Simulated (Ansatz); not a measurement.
Molecule: sum formula ZrOCl2, charge 1, multiplicity 2. The spin state was set by rule; other spins were not relaxed. 
Structure (B3LYP-D3(BJ)/def2-TZVP (Ansatz, a first-principles code) minimum search):
```
Zr
O 1 1.9005
Cl 1 2.2803 2 104.06
Cl 1 2.2803 2 104.06 3 -119.01
```
Charge +1, spin multiplicity 2.

Basis-set convergence of Hartree-Fock and CCSD(T) correlation energies (hartree) with Ansatz. Valence correlation only, unless marked. UHF or UKS for open shells. Spin-orbit coupling is left out. The frozen core is the preceding noble-gas configuration, with the filled d and f shells of earlier blocks. Past Kr the def2 sets carry scalar-relativistic core potentials.

```csv
basis,functions,E(HF),"E(corr, CCSD(T))"
def2-SVP,81,-1039.89540,-0.54867
def2-TZVPP,171,-1040.32481,-0.73183
def2-QZVPP,278,-1040.35842,-0.78948
```

Extrapolating the two largest sets (X = 3 and 4) as X^-3: E(corr) = (64·(-0.78948) - 27·(-0.73183))/37 = -0.8315 Eh, an estimate of the basis-set limit. The largest set recovers 94.9 % of it, the smallest 66.0 %.
